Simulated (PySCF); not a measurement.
Calculation: B3LYP-D3(BJ)/def2-TZVP in PySCF 2.14.0. Isolated molecules, 0 K electronic values unless said otherwise. One relaxed conformer stands for a flexible species; it need not be the lowest. B3LYP has the VWN-RPA correlation part, as in Gaussian. 

Reference species (SMILES): `[SiH3]OC` (neutral, multiplicity 1).

```json
{
  "HOMO": "-7.95 eV"
}
```

Changed species: `OC[SiH3]` (H–O–C–Si torsion 61°).

**Question.** What does the change do to the HOMO?

**Answer.** the HOMO increases by 0.59 eV, to -7.36 eV.
